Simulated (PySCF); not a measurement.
Löwdin shares of the frontier orbitals

Species: C5H13BF2OSi.
Atom-mapped SMILES: `[CH3:1][Si:2]([CH3:3])([CH3:4])[O:5][CH2:6][CH2:7][B:8]([F:9])[F:10]` (hydrogens: H11, H12, H13 on C1; H14, H15, H16 on C3; H17, H18, H19 on C4; H20, H21 on C6; H22, H23 on C7)

Structure used (PBE0-D3(BJ)/def2-SVP), in Å, numbered top down from 1:
```xyz
23
C5H13BF2OSi angstrom
C     -1.452    1.027    1.753
Si    -1.350   -0.062    0.228
C     -1.850    0.912   -1.297
C     -2.387   -1.603    0.420
O      0.221   -0.629    0.044
C      1.361    0.170   -0.088
C      2.575   -0.713   -0.281
B      3.948    0.017   -0.381
F      5.064   -0.650   -0.614
F      4.075    1.325   -0.229
H     -1.106    0.482    2.646
H     -0.832    1.932    1.647
H     -2.488    1.354    1.936
H     -2.896    1.250   -1.219
H     -1.224    1.808   -1.432
H     -1.761    0.295   -2.204
H     -2.293   -2.247   -0.468
H     -2.058   -2.184    1.295
H     -3.452   -1.354    0.553
H      1.265    0.862   -0.949
H      1.503    0.809    0.806
H      2.444   -1.347   -1.176
H      2.641   -1.433    0.556
```

Method used: TDDFT wB97X-D/def2-SVPD, vertical, gas phase, core orbitals frozen in the response in PySCF.

Frontier orbitals with the atoms that hold most of them (Löwdin shares over 4%, at most four atoms; ? is withheld):

```tsv
orbital	ε (eV)	atoms
HOMO-3	-10.98	O5 25%, C4 20%, Si2 12%, C7 10%
HOMO-2	-10.90	C3 17%, C1 16%, Si2 14%, O5 13%
HOMO-1	-10.18	?
HOMO	?	?
LUMO	1.81	B8 40%, Si2 8%, C7 5%, C6 5%
LUMO+1	2.20	B8 23%, Si2 11%, C4 7%, C1 7%
LUMO+2	2.26	B8 41%, F10 16%, C7 16%, F9 14%
```

Problem. Which atoms hold the HOMO-1, and with what shares?

Solution. O5 (bonded to C and Si) 28%; C4 (bonded to Si and 3 H) 17%; Si2 (bonded to 3 C and O) 14%; C1 (bonded to Si and 3 H) 10%. By element: oxygen 28%, carbon 27% or more, silicon 14%.

Problem. Which atoms hold the HOMO, and with what shares?

Solution. O5 (bonded to C and Si) 44%; C3 (bonded to Si and 3 H) 11%; C1 (bonded to Si and 3 H) 10%; C6 (bonded to C, O and 2 H) 10%. By element: oxygen 44%, carbon 30% or more.

Problem. What is the HOMO energy, and the HOMO–LUMO gap?

Solution. ε(HOMO) = -9.63 eV; the gap is 11.44 eV (0.4203 hartree).

Problem. The HOMO–LUMO gap is 11.44 eV. Where does the response calculation put the lowest singlet, and from which orbitals?

Solution. S1 is at 7.59 eV (f = 0.0093), 3.84 eV below the gap, made of HOMO→LUMO (70%), HOMO→LUMO+1 (13%). 

Next come S2 at 8.15 eV (f 0.020), HOMO→LUMO+2 (68%), HOMO-2→LUMO+2 (11%), HOMO→LUMO+1 (11%); S3 at 8.19 eV (f 0.032), HOMO-1→LUMO (49%), HOMO-1→LUMO+1 (26%), HOMO→LUMO+4 (9%); S4 at 8.29 eV (f 0.042), HOMO→LUMO+1 (43%), HOMO-2→LUMO (18%), HOMO→LUMO+2 (10%); S5 at 8.45 eV (f 0.0050), HOMO-3→LUMO+2 (39%), HOMO-1→LUMO+2 (34%), HOMO-4→LUMO+2 (12%).

Löwdin shares depend on the basis, the more so with diffuse functions.

One conformer stands for the species.

Without π bonds the low states are Rydberg-like; a valence basis with one diffuse set may place them up to an eV too high.
